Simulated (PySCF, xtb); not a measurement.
H7Si3, charge +1, multiplicity 1. Atoms are numbered in the order given.

```xyz
10

Si     2.1291     0.3758     0.2408
Si     0.0323    -0.4123    -0.5343
Si    -2.1596     0.0116     0.2618
H      2.6793    -0.8548     0.8698
H      1.8672     1.4647     1.2059
H      2.8720     0.7822    -0.9754
H      0.1040    -1.3186    -1.7131
H     -2.8386    -1.3054     0.2751
H     -2.6745     0.9166    -0.8007
H     -2.0356     0.6645     1.5824
```
Charge +1, spin multiplicity 1.

The structure is a stationary point at TPSSh-D3(BJ)/def2-SVP. The multiplicity is an assumed one; other spin states were not compared. The isomer is the one that the SMILES or the coordinates give; other isomers of the formula were not compared.

Calculation: C-PCM-M06-2X/def2-SVP (PySCF).

The values are the electrostatic part of the solvation free energy, E(continuum) − E(gas) at the gas-phase geometry, in a cavity of scaled van der Waals radii (PySCF's table); cavitation and dispersion terms are not included. In vacuum the orbital gap is 6.22 eV.

Computed values in water (ε = 78.36), acetonitrile (ε = 35.69), toluene (ε = 2.37):
```tsv
solvent	ε	ΔG(elec) (kcal/mol)	gap (eV)
water	78.36	-53.0	6.49
acetonitrile	35.69	-52.1	6.49
toluene	2.37	-30.9	6.37
```

For comparison, GFN2-xTB/ALPB(water) (xtb, at the GFN2-xTB geometry, all terms of that model) gives -40.9 kcal/mol.
